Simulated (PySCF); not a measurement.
## How methods differ on the interval between two levels of B²⁺

B²⁺ [He] 2s1 [2S1/2, M_J = 1/2] → B²⁺ [He] 2p1 [2P3/2, M_J = 3/2], as a difference of total energies. Calculation: PySCF 2.14, in x2c-TZVPall-2c (5s3p2d1f, 31 functions); the two-component X2C-1e Hamiltonian. Correlated levels: 1s2 frozen. "Screened" scales the spin-orbit matrix elements by Boettger's factors to mimic the two-electron term; Breit and QED terms are absent.

```tsv
method	interval between two levels (cm⁻¹)
GHF (spin-free)	48834
GMP2 (spin-free)	48834
GCCSD (spin-free)	48834
GCCSD(T) (spin-free)	48834
GHF (screened spin-orbit)	48847
GMP2 (screened spin-orbit)	48847
GCCSD (screened spin-orbit)	48847
GCCSD(T) (screened spin-orbit)	48847
```
